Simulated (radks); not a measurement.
Results of a calculation; reference values are marked as such.
Q: Radial electron density D(r) = 4 pi r^2 rho(r) of an atom or ion with 40 electrons. Level of theory: scalar-relativistic Kohn-Sham, Slater X-alpha with alpha = 1.024, spin-unpolarised, spherical densities, finite nucleus; Fermi nuclear charge, rms radius of each element as measured or else 0.836 A^(1/3) + 0.57 fm (a radial shooting solver on a logarithmic mesh with Libxc functionals).

r (bohr),D(r) (e/bohr)
0.003988,7.806
0.004606,9.785
0.005319,12.17
0.006143,15.01
0.007095,18.32
0.008194,22.10
0.009463,26.31
0.01093,30.84
0.01262,35.52
0.01458,40.09
0.01683,44.23
0.01944,47.58
0.02245,49.78
0.02593,50.58
0.02995,49.91
0.03458,48.04
0.04026,45.45
0.0465,43.40
0.0537,42.78
0.06201,44.39
0.07162,48.36
0.08271,53.88
0.09552,59.20
0.1103,62.16
0.1274,61.11
0.1471,55.87
0.1699,48.23
0.1962,41.33
0.2266,38.13
0.2617,39.55
0.3023,43.68
0.3491,46.72
0.4064,45.06
0.4694,38.14
0.5421,28.27
0.626,18.99
0.723,12.89
0.8349,10.33
0.9643,9.873
1.114,9.642
1.286,8.562
1.485,6.673
1.715,4.632
1.981,3.024
2.288,2.025
2.642,1.478
3.051,1.142
3.524,0.8568
4.103,0.5664
4.738,0.3293
5.472,0.1608
6.319,0.06456
7.298,0.02091
8.428,0.005353
9.734,0.001061
11.24,0.0001585

What is the nuclear charge?

A: Z = 40. The innermost maximum, from 1s, lies near gamma/Z bohr with gamma = sqrt(1 - (Z/c)^2) = 0.956, here 0.0239 bohr (found: 0.0261), and its height grows with Z. The density is that of neutral zirconium in [Kr] 4d2 5s2; the configuration itself is not fixed sharply by these data, and Z only to a few units. D(r) has 3 maxima, at r = 0.0261, 0.115, 0.360 bohr, and minima at 0.0524, 0.232 bohr, inside which lie 2.04, 11.08 electrons.
